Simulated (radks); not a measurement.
Question: Neutral rubidium, [Kr] 5s1. Calculated with a radial shooting solver on a logarithmic mesh with Libxc functionals: non-relativistic Kohn-Sham, exchange-only B88, spin-polarised, spherical densities, point nucleus. Every spin shell is full or empty, so the densities are truly spherical. Functionals are evaluated on that one density, not self-consistently. Rank these orbital-free kinetic functionals by their error against the exact value of the orbitals, and give that value: Thomas-Fermi, von Weizsacker, TF + vW/9, TF + vW/5, LC94, APBEK, Perdew 92, Thakkar, Pearson, LKT, PG1, DePristo-Kress, Ernzerhof.

Answer: Exact: 2938.39 hartree. From best to worst, with 100 (|E| - |E exact|)/|E exact| (equal figures are ties): LC94 +0.05, DePristo-Kress -0.07, APBEK +0.12, Ernzerhof -0.38, Thakkar -0.48, Perdew 92 -0.70, TF + vW/9 -0.71, Pearson -1.04, TF + vW/5 +3.37, Thomas-Fermi -5.82, PG1 +17.01, LKT +21.55, von Weizsacker -54.08.
